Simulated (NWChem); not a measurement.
Species: tetramethylsilane (C$_{4}$H$_{12}$Si); SMILES C[Si](C)(C)C

```xyz
17

C     -0.9935    -1.0631    -1.2003
Si    -0.0003     0.0002    -0.0001
C     -1.1733     0.8344     1.2187
C      1.2175    -1.0876     0.9441
C      0.9477     1.3164    -0.9626
H     -1.5602    -1.8428    -0.6664
H     -0.3348    -1.5660    -1.9264
H     -1.7153    -0.4546    -1.7684
H     -0.6222     1.4647     1.9349
H     -1.7421     0.0888     1.7972
H     -1.8994     1.4776     0.6962
H      0.6925    -1.8688     1.5168
H      1.9185    -1.5896     0.2580
H      1.8131    -0.4938     1.6559
H      1.6421     0.8590    -1.6854
H      0.2616     1.9698    -1.5250
H      1.5396     1.9548    -0.2873
```
Atoms are numbered in this order, from 1.

All runs: NWChem. Pople sets run with spherical d functions. Structure relaxed at the PBE0/def2-SVP level. Not confirmed as a minimum by frequencies. GIAO values for the isolated, static molecule; σ is the absolute isotropic shielding.

For level B3LYP/6-311G**:

σ C1 (ppm): 183.0
σ Si2 (ppm): 341.0
σ H6 (ppm): 31.78

Problem. Estimate the same quantities for level Hartree-Fock/6-31G*.

Solution. σ C1 (ppm): 199.6
σ Si2 (ppm): 450.0
σ H6 (ppm): 32.48
